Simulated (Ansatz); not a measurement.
Geometry optimisation, RHF/6-31G in Ansatz 0.2.0.

The input (input.yaml):

```yaml
crystal:
  periodic: [false, false, false]
  atoms:
    - { symbol: C, position_ang: [0.08217, 0.69826, -0.89409] }
    - { symbol: C, position_ang: [0.11276, -0.54071, -0.02874] }
    - { symbol: B, position_ang: [-0.44685, -0.61697, 1.37846] }
    - { symbol: O, position_ang: [0.84356, -0.39634, 1.23304] }
    - { symbol: H, position_ang: [-0.65835, 0.56897, -1.6809] }
    - { symbol: H, position_ang: [-0.18595, 1.56967, -0.30114] }
    - { symbol: H, position_ang: [1.05191, 0.87858, -1.35705] }
    - { symbol: H, position_ang: [0.43448, -1.43341, -0.55996] }
    - { symbol: H, position_ang: [-1.23375, -0.72804, 2.21038] }
basis:
  gaussian: { orbitals: "6-31G" }
hamiltonian:
  xc: hf
relax:
  f_tol: 0.02
  max_steps: 40
scf:
  lower_state_search: "off"
```

Launched with:

```bash
$ ansatz run input.yaml --threads 1 --pin off --max-ram 2048MiB --backend cpu --events-out ev --progress --plain --runs-dir out
```

Where does it end, and by what steps?

It converged. Limits of this set-up: no polarisation functions. After 5 steps the energy has fallen by 0.123 eV; O4 moved furthest, 0.07 Å.

| step | energy less start (eV) | largest force component (eV/Å) | accepted |
| --- | --- | --- | --- |
| 0 | 0.0000 | 2.550 | yes |
| 1 | -0.0866 | 1.202 | yes |
| 2 | -0.1183 | 0.273 | yes |
| 3 | -0.1218 | 0.155 | yes |
| 4 | -0.1224 | 0.049 | yes |
| 5 | -0.1225 | 0.018 | yes |

```xyz
9
Properties=species:S:1:pos:R:3
C 0.080 0.701 -0.903
C 0.098 -0.537 -0.050
B -0.440 -0.625 1.381
O 0.887 -0.389 1.283
H -0.647 0.583 -1.699
H -0.190 1.578 -0.329
H 1.050 0.879 -1.353
H 0.406 -1.435 -0.553
H -1.243 -0.753 2.222
```

Whether the end is a true minimum wasn't checked by a vibrational analysis.

Run time: 4.6 s on 1 thread of Arm Neoverse V2, on a shared host, peak memory 0.11 GiB.
